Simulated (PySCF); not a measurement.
C4H6BF, SMILES C1=CCCB1F. Coordinates come from a TPSSh-D3(BJ)/def2-SVP optimisation. The structure was generated by enumeration, and PubChem lists no compound with its InChIKey, so it may never have been made. The values are those of a single conformer.

Give the equilibrium geometry at TPSSh-D3(BJ)/def2-SVP (PySCF confirms it by a frequency run) as a Z-matrix, and its point group. (An estimate is asked for; the answer gives what the named calculation found.)

One answer among several that fit: point group Cs.
```
C
H 1 1.1053
H 1 1.1053 2 105.21
C 1 1.5083 2 110.07 3 -118.55
C 4 1.3559 1 115.68 2 -122.24
H 5 1.0929 4 122.74 1 180.00
H 4 1.0976 5 124.38 6 0.00
C 1 1.5461 2 112.66 3 123.10
H 8 1.1040 1 112.27 2 -0.02
H 8 1.1040 9 105.60 1 122.65
B 5 1.5463 6 130.85 4 180.00
F 11 1.3378 5 126.53 6 0.00
```
